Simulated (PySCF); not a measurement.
Correlation energy of Br (bromine, neutral)

[Ar] 3d10 4s2 4p5, 2P determinant. Computed with PySCF 2.14 in dyall-av2z, with the non-relativistic Hamiltonian (point nucleus). Frozen: [Ar] 3d10; 7 electrons correlated; the 39 highest virtual orbitals of each spin left out.

```csv
level,correlation energy (mhartree)
CCSD,-123.09
(T),-2.32
CCSD(T),-125.41
```

Diagnostics: T1 = 0.0066, D1 = 0.0209, largest double amplitude 0.041.

Is a single reference adequate?

Yes, within this model without spin-orbit coupling: T1 lies below 0.03 and no double amplitude reaches 0.07.
